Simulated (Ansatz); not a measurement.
Reaction (redistribution): `[SiH3][O][In]([Cl])[Cl]` + `NB(S)Cl` → `[NH2][In]([Cl])[O][SiH3]` + `SB(Cl)Cl`

Calculated with Ansatz (gas phase, PBE0-D4/def2-TZVP geometries, no zero-point term in ΔE). CBS: MP2 limit from def2 TZ/QZ plus the TZ coupled-cluster correction, frozen cores. This one scheme is used for every species. Functionals use def2-TZVPP. Elements past krypton have def2 core potentials. For In outer-core shells are correlated without core-valence functions, which leaves a few kJ/mol of doubt a bond. One conformer a species, not always the lowest.

`[SiH3][O][In]([Cl])[Cl]`:

Z-matrix (Å, degrees):
```
Si
O 1 1.638
H 1 1.486 2 109.4
H 1 1.490 2 111.2 3 -120.2
H 1 1.487 2 109.6 3 119.6
In 2 1.950 1 136.8 3 123.6
Cl 6 2.288 2 118.1 1 -179.9
Cl 6 2.296 2 119.8 1 0.1
```

`NB(S)Cl`:

Z-matrix (Å, degrees):
```
N
B 1 1.391
H 1 1.005 2 121.6
H 1 1.004 2 123.8 3 180.0
S 2 1.813 1 125.3 3 -180.0
Cl 2 1.772 1 118.9 3 0.0
H 5 1.344 2 97.0 1 0.0
```

`[NH2][In]([Cl])[O][SiH3]`:

Cartesian coordinates in Å:
```
N -0.090 1.092 -2.633
In -0.621 0.510 -0.797
Cl -2.661 0.995 0.181
O 0.688 -0.361 0.383
Si 0.709 -0.871 1.933
H -0.850 1.207 -3.288
H 0.644 0.545 -3.060
H 2.061 -1.412 2.234
H -0.298 -1.946 2.167
H 0.417 0.242 2.880
```

`SB(Cl)Cl`:

Z-matrix (Å, degrees):
```
B
S 1 1.787
Cl 1 1.747 2 122.7
Cl 1 1.746 2 117.5 3 -180.0
H 2 1.343 1 96.3 3 -0.1
```

```tsv
level	ΔE (eV)
BLYP-D4	1.25
LC-ωPBE	1.34
CCSD/def2-SVP	1.39
CCSD/CBS(def2)	1.33
```

Question: What does CCSD(T)/CBS give? (Estimate.)

Answer: Computed: +1.28 eV. The listed levels differ from it by -0.03, 0.06, 0.11, 0.05 eV.

Largest T1 diagnostic among the species: 0.014.

From PBE to PBE0 (25 % exact exchange), in def2-TZVPP and without D4, ΔE moves by +0.10 eV. At CCSD(T), def2-SVP lies +0.07 eV from the extrapolated value and def2-TZVPP −0.02 eV. Leaving LDA and LC-ωPBE aside and taking each functional with its dispersion term where it has one, the values, not all of them listed here, spread over 0.25 eV, from revPBE-D4 to BHLYP-D4.
